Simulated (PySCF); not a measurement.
## Changing a parent structure: phenacene

All values: TDA PBE0/6-31G*, gas phase, PySCF SCF with an in-house response code, fitting set def2-universal-JFIT up to Ne and JKFIT beyond, grid level 1 (kernel 0), vertical, one conformer each, geometries GFN2-xTB; core orbitals frozen in the response, virtual orbitals above 1.5 Eh left out. The lowest 6 singlets were sought, and the brightest is taken among them. The runs took 0.5 to 30 CPU minutes each on shared server CPUs.

Parent: chrysene (C18H12), SMILES c1ccc2c(c1)ccc1c3ccccc3ccc21.

```yaml
HOMO-LUMO_gap: 4.62 eV
S1: 3.97 eV
HOMO: -5.77 eV
T1_TDA: 2.82 eV
vertical_IP_ΔSCF: 7.15 eV
```

(1) One of these relatives shows the changes HOMO-LUMO gap -0.25 eV, S1 -0.39 eV, HOMO +0.12 eV, T1 (TDA) -0.10 eV, vertical IP (ΔSCF) -0.38 eV against the parent. Which?
A. c1ccc2c(c1)ccc1c2ccc2c3ccc4ccccc4c3ccc12
B. c1ccc2c(c1)ccc1c2ccc2c1ccc1c3ccc4ccccc4c3ccc12
C. c1ccc2c(c1)ccc1c2ccc2c1ccc1c2ccc2c1ccc1c3ccc4c5ccc6c7ccccc7ccc6c5ccc4c3ccc21
D. c1ccc2c(c1)ccc1c2ccc2c1ccc1c2ccc2c1ccc1c3ccc4c5ccc6ccccc6c5ccc4c3ccc12

(2) Give the changes for all of them.

Results:

(1) B.

(2) 
```
                                                                    relative  change of HOMO-LUMO gap / eV  change of S1 / eV  change of HOMO / eV  change of T1 (TDA) / eV  change of vertical IP (ΔSCF) / eV
c1ccc2c(c1)ccc1c2ccc2c1ccc1c2ccc2c1ccc1c3ccc4c5ccc6c7ccccc7ccc6c5ccc4c3ccc21                         -0.48              -0.54                +0.19                    -0.17                              -0.70
      c1ccc2c(c1)ccc1c2ccc2c1ccc1c2ccc2c1ccc1c3ccc4c5ccc6ccccc6c5ccc4c3ccc12                         -0.44              -0.53                +0.18                    -0.16                              -0.65
                              c1ccc2c(c1)ccc1c2ccc2c1ccc1c3ccc4ccccc4c3ccc12                         -0.25              -0.39                +0.12                    -0.10                              -0.38
                                    c1ccc2c(c1)ccc1c2ccc2c3ccc4ccccc4c3ccc12                         -0.24              -0.30                +0.10                    -0.08                              -0.30
```
